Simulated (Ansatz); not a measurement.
(SiO)n off: PBE-D4/def2-TZVP single points in Ansatz on relaxed structures, gas phase. Each cluster is the lowest isomer that a short search found in that spin, judged at the geometry's level, and lower ones may exist. Binding counts from free atoms in the multiplicity of their measured ground term, without zero-point energy. Singlets are spin-restricted. The structures are stationary points that may keep the symmetry of their start. Remarks come from the PBE and PBE0 runs and from stability tests at other levels; not every state was tested.

| species | atoms | state | geometry | HOMO (eV) | LUMO (eV) | gap (eV) | binding per atom (eV) | lowest of the spins relaxed | point group (within 0.1 Å) | remarks |
| --- | --- | --- | --- | --- | --- | --- | --- | --- | --- | --- |
| SiO2 | 3 | singlet | PBE0-D4/def2-TZVP | -8.38 | -4.39 | 3.99 | 4.48 | singlet, of singlet/triplet/quintet | D∞h | – |
| Si5O4 | 9 | singlet | PBE-D4/def2-SVP | -4.99 | -3.36 | 1.64 | 4.84 | – | C2 | restricted SCF unstable in HF |
| Si5O6 | 11 | singlet | PBE-D4/def2-SVP | -6.65 | -4.74 | 1.90 | 5.12 | – | Cs | – |

The gap (eV) runs from 1.64 (Si5O4) to 3.99 (SiO2). The binding per atom (eV) runs from 4.48 (SiO2) to 5.12 (Si5O6).
